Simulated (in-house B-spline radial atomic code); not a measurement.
# RPA and G0W0 on wB97X: the xenon ion Xe⁸⁺

Configuration [Kr] 4d10, mean-field start wB97X. Computed with an all-electron radial atomic-structure program (B-spline basis): all electrons, scalar-relativistic (spin-free one-electron X2C), finite nucleus, each spin shell either full or empty, empty states to l = 9 with an (l + 1/2)⁻⁴ tail; G0W0 by contour deformation at full frequency.

Command:
```bash
python run_gw.py task.json out
```
Settings (radii: box in bohr, nucleus in fm):
```
Z                        54
electrons                46
configuration            [Kr] 4d10
hamiltonian              x2c
method                   wb97x
lmax                     9
rms_radius               4.7859
spin_polarised           False
box_radius               7.7
intervals                66
```

Time taken, with all properties: 4.6 s on 1 thread of Arm Neoverse N1, on a shared host.

Energies (hartree):

```
                                     term        value
                         mean-field total  -7431.25847
Hartree-Fock functional on these orbitals  -7428.26983
                      direct second order      -4.0255
                    second-order exchange       1.1176
                         SOSEX correction       1.0604
```

Question: What is the RPA correlation energy, and what remains with SOSEX?

Answer: RPA gives -3.6471 hartree (-2.16 eV per electron); RPA + SOSEX gives -2.5867, and the second-order doubles -2.9079 hartree (no singles). RPA lacks exchange-type terms and so overcorrelates at short range.

Quasi-particle levels (eV):

```csv
level,occupied,mean field,Σx - vxc,Σc,QP weight,G0W0
4d,yes,-173.46,-7.01,?,?,?
5s,no,-106.83,3.09,-2.21,0.987,-105.95
```

G0W0 = mean field + (Σx - vxc) + Σc, with Σc (partial-wave tail included) taken at the quasi-particle energy. Only the outer levels were computed. Levels of low weight are left out.

Question: Where does G0W0 put 4d?

Answer: At -180.60 eV, with Σc = -0.13 eV and a quasi-particle weight of 0.974. The tabulated removal energy is 179.84 ± 0.12 eV (NIST, measured); the calculation leaves out spin-orbit coupling, Breit and QED terms, and what these don't explain is the method's own error.
